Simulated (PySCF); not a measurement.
PySCF input file for Be(Me)2 cation (C2H6Be), SMILES [CH3][Be][CH3] (connectivity only; charge and spin as stated), charge +1, multiplicity 2, TDA-PBE/def2-SVPD. Coordinates come from a r2SCAN-D4/def2-TZVP optimisation. The multiplicity is an assumed one; other spin states were not compared. The isomer is the one that the SMILES or the coordinates give; other isomers of the formula were not compared.

```python
import numpy as np
from pyscf import gto, scf, dft, tdscf

mol = gto.M(
    atom='''
    Be   -0.00000000    0.00000000    0.00000000
    C     0.00000000    0.00000000   -1.76808764
    H     0.92727865    0.52201947   -2.01460612
    H    -0.91572145    0.54203714   -2.01460612
    H    -0.01155720   -1.06405661   -2.01460613
    C    -0.00000000    0.00000000    1.76808764
    H     0.92727866   -0.52201947    2.01460612
    H    -0.91572145   -0.54203714    2.01460612
    H    -0.01155720    1.06405660    2.01460612
    ''',
    basis='def2-SVPD',
    charge=1,
    spin=1,
    max_memory=1600,
    verbose=4,
)
mf = dft.UKS(mol, xc='pbe').density_fit(auxbasis='def2-universal-jkfit')
mf.grids.level = 3
mf.conv_tol = 1e-9
mf.max_cycle = 100
mf.kernel()
fine, coarse = mf.grids, dft.Grids(mol).set(level=1).build(with_non0tab=True)
for _ in range(3):  # follow internal instabilities
    mf.grids = coarse
    mo, _, stable, _ = mf.stability(return_status=True, nroots=4)
    mf.grids = fine
    if stable:
        break
    mf.kernel(mf.make_rdm1(mo, mf.mo_occ))
mf.grids = dft.Grids(mol).set(level=1).build(with_non0tab=True)  # coarser grid for the response kernel
td = tdscf.TDA(mf)
td.nstates = 10
td.conv_tol = 1e-4
td.positive_eig_threshold = 1e-6
td.kernel(x0=td.get_init_guess(mf, 15))
td.analyze()
```

It prints:

```
PySCF version 2.14.0

[INPUT] verbose = 4
[INPUT] num. atoms = 9
[INPUT] num. electrons = 21
[INPUT] charge = 1
[INPUT] spin (= nelec alpha-beta = 2S) = 1
[INPUT] symmetry False subgroup None
[INPUT] Mole.unit = angstrom
[INPUT] Symbol           X                Y                Z      unit          X                Y                Z       unit  Magmom
[INPUT]  1 Be     0.000000000000   0.000000000000   0.000000000000 AA    0.000000000000   0.000000000000   0.000000000000 Bohr   0.0
[INPUT]  2 C      0.000000000000   0.000000000000  -1.768087640000 AA    0.000000000000   0.000000000000  -3.341201403829 Bohr   0.0
[INPUT]  3 H      0.927278650000   0.522019470000  -2.014606120000 AA    1.752302689656   0.986473829991  -3.807053815673 Bohr   0.0
[INPUT]  4 H     -0.915721450000   0.542037140000  -2.014606120000 AA   -1.730462746890   1.024301743943  -3.807053815673 Bohr   0.0
[INPUT]  5 H     -0.011557200000  -1.064056610000  -2.014606130000 AA   -0.021839942767  -2.010775573933  -3.807053834570 Bohr   0.0
[INPUT]  6 C      0.000000000000   0.000000000000   1.768087640000 AA    0.000000000000   0.000000000000   3.341201403829 Bohr   0.0
[INPUT]  7 H      0.927278660000  -0.522019470000   2.014606120000 AA    1.752302708554  -0.986473829991   3.807053815673 Bohr   0.0
[INPUT]  8 H     -0.915721450000  -0.542037140000   2.014606120000 AA   -1.730462746890  -1.024301743943   3.807053815673 Bohr   0.0
[INPUT]  9 H     -0.011557200000   1.064056600000   2.014606120000 AA   -0.021839942767   2.010775555036   3.807053815673 Bohr   0.0

nuclear repulsion = 50.4491963444194
number of shells = 46
number of NR pGTOs = 142
number of NR cGTOs = 100
basis = def2-SVPD
ecp = {}


[settings echo left out]
init E= -94.117403822788
  alpha nocc = 11  HOMO = -0.334494971993997  LUMO = -0.0652493976837956
  beta  nocc = 10  HOMO = -0.351087210221896  LUMO = -0.334494971993998

WARN: HOMO -0.334494971993997 >= LUMO -0.334494971993998

cycle= 1 E= -93.9506440092899  delta_E= 0.167  |g|= 0.244  |ddm|= 2.29
  alpha nocc = 11  HOMO = -0.471593860891539  LUMO = -0.259358391692342
  beta  nocc = 10  HOMO = -0.473675108605995  LUMO = -0.433610787704438
  HOMO = -0.471593860892  LUMO = -0.433610787704  gap/eV = 1.03357
cycle= 2 E= -93.9151347415196  delta_E= 0.0355  |g|= 0.346  |ddm|= 0.746
  alpha nocc = 11  HOMO = -0.511911953338782  LUMO = -0.252250825978102
  beta  nocc = 10  HOMO = -0.499866571766026  LUMO = -0.471064515361866
  HOMO = -0.499866571766  LUMO = -0.471064515362  gap/eV = 0.78374
cycle= 3 E= -93.9874564717217  delta_E= -0.0723  |g|= 0.0084  |ddm|= 0.413
  alpha nocc = 11  HOMO = -0.508556722883174  LUMO = -0.249735284470418
  beta  nocc = 10  HOMO = -0.49526270034092  LUMO = -0.465581833892514
  HOMO = -0.495262700341  LUMO = -0.465581833893  gap/eV = 0.80766
cycle= 4 E= -93.987506634547  delta_E= -5.02e-05  |g|= 0.00301  |ddm|= 0.0266
  alpha nocc = 11  HOMO = -0.509681422635122  LUMO = -0.251188624545416
  beta  nocc = 10  HOMO = -0.496167699400244  LUMO = -0.466339771946288
  HOMO = -0.4961676994  LUMO = -0.466339771946  gap/eV = 0.81166
cycle= 5 E= -93.987513810844  delta_E= -7.18e-06  |g|= 0.00136  |ddm|= 0.00986
  alpha nocc = 11  HOMO = -0.509629224656023  LUMO = -0.251164538793621
  beta  nocc = 10  HOMO = -0.496021672319195  LUMO = -0.466111499464138
  HOMO = -0.496021672319  LUMO = -0.466111499464  gap/eV = 0.81390
cycle= 6 E= -93.9875153383842  delta_E= -1.53e-06  |g|= 0.0002  |ddm|= 0.00285
  alpha nocc = 11  HOMO = -0.509664018014103  LUMO = -0.251202701696995
  beta  nocc = 10  HOMO = -0.496018026105093  LUMO = -0.466093822900771
  HOMO = -0.496018026105  LUMO = -0.466093822901  gap/eV = 0.81428
cycle= 7 E= -93.9875153865892  delta_E= -4.82e-08  |g|= 8.06e-05  |ddm|= 0.000726
  alpha nocc = 11  HOMO = -0.509657623961301  LUMO = -0.251201628939392
  beta  nocc = 10  HOMO = -0.496013303999025  LUMO = -0.46608766990883
  HOMO = -0.496013303999  LUMO = -0.466087669909  gap/eV = 0.81432
cycle= 8 E= -93.9875152694973  delta_E= 1.17e-07  |g|= 0.000363  |ddm|= 0.00073
  alpha nocc = 11  HOMO = -0.509654538891505  LUMO = -0.251201109557827
  beta  nocc = 10  HOMO = -0.496011086158709  LUMO = -0.466084826659935
  HOMO = -0.496011086159  LUMO = -0.46608482666  gap/eV = 0.81433
cycle= 9 E= -93.987515392691  delta_E= -1.23e-07  |g|= 4.81e-06  |ddm|= 0.000611
  alpha nocc = 11  HOMO = -0.509655626491243  LUMO = -0.251201874123016
  beta  nocc = 10  HOMO = -0.496012381797354  LUMO = -0.466086372718206
  HOMO = -0.496012381797  LUMO = -0.466086372718  gap/eV = 0.81433
cycle= 10 E= -93.9875153927158  delta_E= -2.48e-11  |g|= 4.31e-07  |ddm|= 1.08e-05
  alpha nocc = 11  HOMO = -0.509655572053679  LUMO = -0.251201619601533
  beta  nocc = 10  HOMO = -0.496012255296781  LUMO = -0.466086304703571
  HOMO = -0.496012255297  LUMO = -0.466086304704  gap/eV = 0.81433
Extra cycle  E= -93.9875153927165  delta_E= -7.11e-13  |g|= 1.94e-07  |ddm|= 1.58e-06
converged SCF energy = -93.9875153927165  <S^2> = 0.75397639  2S+1 = 2.0039724
tot grids = 30280
uhf_internal: lowest eigs of H = [0.21638931 0.22976015 0.22976588 0.24409037]
<class 'pyscf.df.df_jk.DFUKS'> wavefunction is stable in the internal stability analysis
tot grids = 30280
Overwritten attributes  positive_eig_threshold  of <class 'pyscf.tdscf.uks.TDA'>


******** <class 'pyscf.tdscf.uks.TDA'> for <class 'pyscf.df.df_jk.DFUKS'> ********
nstates = 10
deg_eia_thresh = 1.000e-03
wfnsym = None
conv_tol = 0.0001
eigh lindep = 1e-12
eigh level_shift = 0
eigh max_cycle = 100


Excitation energies (eV)
[2.4330345  3.21820787 3.21821938 3.42113731 3.42115351 6.11813838
 6.11816736 6.82638706 6.82642801 7.74394983]

** Excitation energies and oscillator strengths **
Excited State   1:      2.43303 eV    509.59 nm  f=0.2866
      11a ->   14a     -0.15073
      10b ->   11b     -0.96513
Excited State   2:      3.21821 eV    385.26 nm  f=0.0018
       9b ->   11b      0.99893
Excited State   3:      3.21822 eV    385.26 nm  f=0.0018
       8b ->   11b     -0.99893
Excited State   4:      3.42114 eV    362.41 nm  f=0.0000
       7b ->   11b     -0.99900
Excited State   5:      3.42115 eV    362.40 nm  f=0.0000
       6b ->   11b      0.99900
Excited State   6:      6.11814 eV    202.65 nm  f=0.0139
      10a ->   12a      0.47572
      10b ->   12b     -0.87519
Excited State   7:      6.11817 eV    202.65 nm  f=0.0139
      10a ->   13a     -0.47573
      10b ->   13b      0.87519
Excited State   8:      6.82639 eV    181.62 nm  f=0.0000
      11a ->   12a     -0.99793
Excited State   9:      6.82643 eV    181.62 nm  f=0.0000
      11a ->   13a      0.99793
Excited State  10:      7.74395 eV    160.10 nm  f=0.0000
      10a ->   14a     -0.35719
      10b ->   14b      0.91254

** Transition electric dipole moments (AU) **
state          X           Y           Z        Dip. S.      Osc.
  1         0.0000     -0.0000      2.1927      4.8080      0.2866
  2        -0.1505      0.0001     -0.0000      0.0227      0.0018
  3         0.0001      0.1505     -0.0000      0.0227      0.0018
  4         0.0000      0.0000     -0.0000      0.0000      0.0000
  5         0.0000     -0.0000      0.0000      0.0000      0.0000
  6         0.3047      0.0000      0.0000      0.0928      0.0139
  7         0.0000     -0.3047     -0.0000      0.0928      0.0139
  8        -0.0000     -0.0000      0.0000      0.0000      0.0000
  9        -0.0000      0.0000     -0.0000      0.0000      0.0000
 10         0.0000      0.0000      0.0000      0.0000      0.0000

** Transition velocity dipole moments (imaginary part, AU) **
state          X           Y           Z        Dip. S.      Osc.
  1         0.0000     -0.0000     -0.0437      0.0019      0.0142
  2         0.0165     -0.0000     -0.0000      0.0003      0.0015
  3        -0.0000     -0.0165     -0.0000      0.0003      0.0015
  4        -0.0000      0.0000      0.0000      0.0000      0.0000
  5         0.0000      0.0000      0.0000      0.0000      0.0000
  6         0.0237      0.0000     -0.0000      0.0006      0.0017
  7         0.0000     -0.0237      0.0000      0.0006      0.0017
  8        -0.0000      0.0000      0.0000      0.0000      0.0000
  9         0.0000      0.0000     -0.0000      0.0000      0.0000
 10         0.0000      0.0000      0.0000      0.0000      0.0000

** Transition magnetic dipole moments (imaginary part, AU) **
state          X           Y           Z
  1         0.0000      0.0000     -0.0000
  2        -0.0001     -0.0000      0.0000
  3        -0.0000      0.0001      0.0000
  4        -0.0004     -0.8272      0.0000
  5        -0.8272      0.0004     -0.0000
  6         0.0000      0.0000      0.0000
  7         0.0000     -0.0000     -0.0000
  8        -0.0000      0.7455      0.0000
  9         0.7455      0.0000      0.0000
 10        -0.0000      0.0000      0.0000
```

The calculation finished and met its thresholds.
